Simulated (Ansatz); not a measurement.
Stepwise reaction of `[Cl][SnH]([Br])[Br]` with water, as a gas-phase model of exchange steps in deposition or etching. ΔE in kJ/mol; ΔG adds harmonic PBE0-D4 terms to CCSD(T)/CBS, at 1 bar.

Program: Ansatz. Geometries: PBE0-D4/def2-TZVP. ΔE: electronic, gas phase. CBS: MP2 limit from def2 TZ/QZ plus the TZ coupled-cluster correction, frozen cores. This one scheme is used for every species. Functionals use def2-TZVPP. B3LYP here is the variant with VWN-RPA as its local correlation; programs differ in this. def2 core potentials past Kr. For Br, Sn outer-core shells are correlated without core-valence functions, which leaves a few kJ/mol of doubt a bond. Scalar relativity is left out up to krypton. Each species was taken in one conformer, which may not be the lowest.

```csv
step,reaction,PBE-D4,B3LYP-D4,ωB97M-V,CCSD(T)/CBS,ΔG(600 K)
2,`[OH][SnH]([Cl])[Br]` + H₂O → `[OH][SnH]([OH])[Cl]` + HBr,76.8,77.5,76.3,79.6,71.4
```

Problem. Give the row of step 1, `[Cl][SnH]([Br])[Br]` + H₂O → `[OH][SnH]([Cl])[Br]` + HBr. (Estimate.)

Solution. Ansatz gave: 
| step | reaction | PBE-D4 | B3LYP-D4 | ωB97M-V | CCSD(T)/CBS | ΔG(600 K) |
| --- | --- | --- | --- | --- | --- | --- |
| 1 | `[Cl][SnH]([Br])[Br]` + H₂O → `[OH][SnH]([Cl])[Br]` + HBr | 72.5 | 74.0 | 72.7 | 77.2 | 68.4 |

Problem. By hand: ΔE of the 2 steps together at CCSD(T)/CBS.

Solution. (77.2) + (79.6) = 156.8 kJ/mol, or 78.4 kJ/mol a step.

In ΔE the steps differ by no more than 2.4 kJ/mol. All are uphill at CCSD(T)/CBS. ΔG lies between 68.4 and 71.4 kJ/mol a step. PBE-D4 differs from CCSD(T)/CBS by -4.7 to -2.8 kJ/mol a step. Only this route is followed, and other bonds may react first. Isolated molecules leave out the surface, adducts and barriers. Largest T1 diagnostic: 0.013.
